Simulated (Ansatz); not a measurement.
`B[SiH2]O[SiH2]F` + NH₃ → `B[SiH2]N` + `O[SiH2]F`  (ligand exchange at the Si–O bond)

Computed with Ansatz on PBE0-D4/def2-TZVP structures; ΔE is electronic, products minus reactants. CBS: MP2 limit from def2 TZ/QZ plus the TZ coupled-cluster correction, frozen cores. This one scheme is used for every species. DFT in def2-TZVPP. Each species was taken in one conformer, which may not be the lowest.

CCSD(T)/CBS gives +61.8 kJ/mol.

Task: Another level gave +68.4 kJ/mol. Which?
A. r2SCAN/def2-TZVPP
B. HF/def2-TZVPP
C. PBE0/def2-TZVPP
D. CCSD/def2-TZVPP

Result: B. HF/def2-TZVPP 68.4, PBE0 53.2, CCSD/def2-TZVPP 62.3, r2SCAN 58.3 kJ/mol.

Largest T1 diagnostic among the species: 0.012.

The D4 term adds +5.1 kJ/mol with B3LYP and +3.2 kJ/mol with PBE0; it sums over pairs of atoms, weighted by their polarisabilities, and B3LYP, whose exchange is more repulsive, gets the larger term. In def2-TZVPP, CCSD(T) changes the Hartree–Fock value by −7.1 kJ/mol (the triples alone add −1.0 kJ/mol) and MP2 by −8.1 kJ/mol. From PBE to PBE0 (25 % exact exchange), in def2-TZVPP and without D4, ΔE moves by +3.0 kJ/mol.

B3LYP here is the variant with VWN-RPA as its local correlation; programs differ in this.
